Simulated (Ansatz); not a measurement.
Ideal-gas functions of C2H4AlN, SMILES `[CH]1=N[CH2][AlH]1` at 800 K and 1 bar, from an Ansatz frequency run at PBE0-D4/def2-TZVP.

Molar mass 69.04 g/mol, point group Cs (symmetry number 1), electronic degeneracy 1, moments of inertia 43.92, 72.018, 112.817 u Å². Harmonic wavenumbers (cm⁻¹, unscaled): 19, 407, 482, 524, 650, 660, 779, 896, 933, 1136, 1155, 1267, 1437, 1602, 1875, 3070, 3111, 3117.

Use S(trans) = R[1.5 ln M + 2.5 ln T − 1.1517]; rotational temperatures θ = 24.2544 K / I; S(rot) = R[ln(√π/σ · √(T³/θAθBθC)) + 1.5]; for each mode x = 1.438777 ν̃/T, S = R[x/(eˣ − 1) − ln(1 − e⁻ˣ)] and H = RT x/(eˣ − 1); 1 cm⁻¹ = 0.0119627 kJ/mol; R = 8.31446 J/(mol·K).

Task: By hand: the entropy, in J/(mol·K).

Result: Translation 182.2. Rotation: θ = 0.5522, 0.3368, 0.215 K, giving 114.0. Vibration, mode by mode: 36.39, 11.09, 9.76, 9.11, 7.47, 7.36, 6.16, 5.19, 4.92, 3.68, 3.59, 3.06, 2.41, 1.90, 1.29, 0.22, 0.20, 0.20, in all 114.0. Electronic 0.0. Sum 410.2 J/(mol·K).

Task: By hand: H − E and G − E in kJ/mol, counted from the electronic energy.

Result: Zero-point energy ½ × 23120 × 0.0119627 = 138.3; thermal vibration 44.0; translation, rotation and pV give 4 RT = 26.6. H − E = 208.9 kJ/mol, and G − E = 208.9 − 800 × 410.2/1000 = -119.3 kJ/mol.

Vibration gives 28 % of the entropy, 36.4 J/(mol·K) of it from the mode under 150 cm⁻¹: soft modes count most, and the harmonic formula is weakest for them.
